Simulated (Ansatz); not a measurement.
`[Li][Br]` + CH₃SH → `[Li][S]C` + HBr at 298.15 K and 1 bar (ligand exchange at a Li–Br bond).

Program: Ansatz. Geometries: PBE0-D4/def2-TZVP. ΔE: electronic, gas phase. CBS: MP2 limit from def2 TZ/QZ plus the TZ coupled-cluster correction, frozen cores. This one scheme is used for every species. For Br, Li outer-core shells are correlated without core-valence functions, which leaves a few kJ/mol of doubt a bond. Scalar relativity is left out up to krypton.

| species | CCSD(T)/CBS energy (Eh) | H − E (kJ/mol) | S (J/(mol·K)) |
| --- | --- | --- | --- |
| `[Li][Br]` | -2580.90160 | 12.6 | 224.1 |
| CH₃SH | -438.22835 | 133.0 | 253.2 |
| `[Li][S]C` | -445.16369 | 116.5 | 293.1 |
| HBr | -2573.91920 | 24.6 | 198.6 |

H − E and S are ideal-gas, rigid-rotor, harmonic terms from PBE0-D4/def2-TZVP, for one conformer and one mirror image of each species. 1 Eh = 2625.50 kJ/mol, R = 8.31446 J/(mol·K).

**Question.** By hand: ΔE, ΔH, ΔS and ΔG.

**Answer.** ΔE = (-445.16369) + (-2573.91920) − (-2580.90160) − (-438.22835) = 0.04706 Eh = 123.6 kJ/mol. Δ(H − E) = 116.5 + 24.6 − 12.6 − 133.0 = -4.5, so ΔH = 119.1 kJ/mol. ΔS = 293.1 + 198.6 − 224.1 − 253.2 = 14.4 J/(mol·K). ΔG = 119.1 − 298.15 × (14.4)/1000 = 114.8 kJ/mol.

**Question.** By hand: the equilibrium constant, and the temperature at which ΔG would vanish if ΔH and ΔS stayed fixed.

**Answer.** log₁₀ K = −ΔG/(RT ln 10) = -20.1. ΔG = 0 at ΔH/ΔS = 8271 K, far beyond where these terms or the molecules hold.

The number of gas molecules stays the same, so ΔS is small and ΔH decides. A doubt of 5 kJ/mol in ΔE shifts log₁₀ K by 0.9 here. Other conformers and mirror images would add mixing entropy, several J/(mol·K) or more a flexible species. Modes under 60 cm⁻¹, often nearly free rotors, make the harmonic entropy too high. These are equilibria of isolated gas molecules and say nothing of rates. Largest T1 diagnostic: 0.009 (customary marks: 0.02 for closed shells, 0.045 for open ones).
